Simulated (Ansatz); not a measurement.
`[SiH3][CH2][GeH2][Cl]` + `CB(F)F` → `FB(F)C[SiH3]` + `[CH3][GeH2][Cl]`  (formal exchange of groups at the Si–C bond)

Calculated with Ansatz (gas phase, PBE0-D4/def2-TZVP geometries, no zero-point term in ΔE). CCSD(T)/CBS adds triple-zeta CCSD(T) − MP2 to the extrapolated MP2 energy (def2 sets, frozen cores). Functionals use def2-TZVPP. For Ge outer-core shells are correlated without core-valence functions, which leaves a few kJ/mol of doubt a bond. Scalar relativity is left out up to krypton. One conformer a species, not always the lowest.

```tsv
level	ΔE (kcal/mol)
PBE-D4	-1.0
B2PLYP	-1.2
r2SCAN	-1.4
MP2/def2-TZVPP	-0.5
CCSD(T)/def2-TZVPP	-0.7
SCS-MP2/def2-QZVPP	-0.6
MP2/CBS(def2)	-0.2
CCSD/CBS(def2)	-0.5
```

Q: What does CCSD(T)/CBS give? (Best estimate.)

A: Ansatz gave: -0.4 kcal/mol. The listed levels differ from it by -0.6, -0.8, -1.0, -0.1, -0.3, -0.2, 0.2, -0.1 kcal/mol.

Largest T1 diagnostic among the species: 0.012.

In def2-TZVPP, CCSD(T) changes the Hartree–Fock value by +0.9 kcal/mol (the triples alone add +0.1 kcal/mol) and MP2 by +1.0 kcal/mol. The D4 term adds +1.0 kcal/mol with B3LYP and +0.6 kcal/mol with PBE0; it sums over pairs of atoms, weighted by their polarisabilities, and B3LYP, whose exchange is more repulsive, gets the larger term.

B3LYP here is the variant with VWN-RPA as its local correlation; programs differ in this.
